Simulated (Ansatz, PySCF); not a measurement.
Gas-phase reaction in SMILES: F[Si](Br)(Br)Br [tribromo(fluoro)silane] + 4 [H][H] (H2) → 3 Br (HBr) + F (HF) + [SiH4] (SiH4)
Geometries: B3LYP-D3(BJ)/def2-TZVP minima from Ansatz (a first-principles code). Frequencies are from Ansatz or PySCF.

Quantity: energy of full hydrogenation (enthalpy at 298 K, with B3LYP-D3(BJ) rigid-rotor harmonic-oscillator terms), in kcal/mol. Valence correlation only, unless marked. No spin-orbit coupling. The frozen core is the preceding noble-gas configuration, with the filled d and f shells of earlier blocks. Non-relativistic. CBS(X,Y): correlation extrapolated as X^-3; Hartree-Fock from the larger set. The bracket is a focal-point correction in the basis named.

```csv
level,program,energy of full hydrogenation (kcal/mol),minus last row
revPBE-D4/def2-TZVPD,Ansatz + dftd4,84.7,3.4
wB97X/def2-TZVPD,Ansatz,75.1,-6.2
MP2/def2-SVPD,Ansatz,63.4,-17.9
"RI-MP2/CBS(def2-TZVPPD,def2-QZVPPD)",Ansatz,89.9,8.6
SCS-MP2/def2-TZVPPD,Ansatz,79.5,-1.8
CCSD(T)/def2-TZVPP,Ansatz,77.0,-4.3
"RI-MP2/CBS(def2-TZVPPD,def2-QZVPPD)+[CCSD(T)-MP2]/def2-TZVPPD",Ansatz,81.3,0.0
```
